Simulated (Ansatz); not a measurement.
Consider the hydrogenolysis of a B–N bond: `NB(F)[SeH]` + H₂ → `FB[SeH]` + NH₃.

Gas-phase electronic energies from Ansatz, PBE0-D4/def2-TZVP geometries. CCSD(T)/CBS is the MP2 limit (def2-TZVPP, def2-QZVPP) plus CCSD(T) − MP2 in def2-TZVPP, frozen cores. This one scheme is used for every species. DFT in def2-TZVPP. For Se outer-core shells are correlated without core-valence functions, which leaves a few kJ/mol of doubt a bond. Scalar relativity is left out up to krypton. Each species was taken in one conformer, which may not be the lowest.

CCSD(T)/CBS gives +21.1 kcal/mol.

Q: Another level gave +20.4 kcal/mol. Which?
A. ωB97M-V/def2-TZVPP
B. revPBE/def2-TZVPP
C. CCSD/def2-TZVPP
D. LDA (SPW92)/def2-TZVPP

A: C. CCSD/def2-TZVPP 20.4, ωB97M-V 22.1, revPBE 19.1, LDA (SPW92) 24.2 kcal/mol.

Largest T1 diagnostic among the species: 0.012.

In def2-TZVPP, CCSD(T) changes the Hartree–Fock value by +2.0 kcal/mol (the triples alone add +0.5 kcal/mol) and MP2 by +3.4 kcal/mol. The D4 term adds +1.7 kcal/mol with B3LYP and +0.9 kcal/mol with PBE0; it sums over pairs of atoms, weighted by their polarisabilities, and B3LYP, whose exchange is more repulsive, gets the larger term. Leaving LDA and LC-ωPBE aside and taking each functional with its dispersion term where it has one, the values, not all of them listed here, spread over 1.8 kcal/mol, from B2PLYP to r2SCAN-D4. LDA lies +3.7 kcal/mol from PBE without D4.

B3LYP here is the variant with VWN-RPA as its local correlation; programs differ in this.
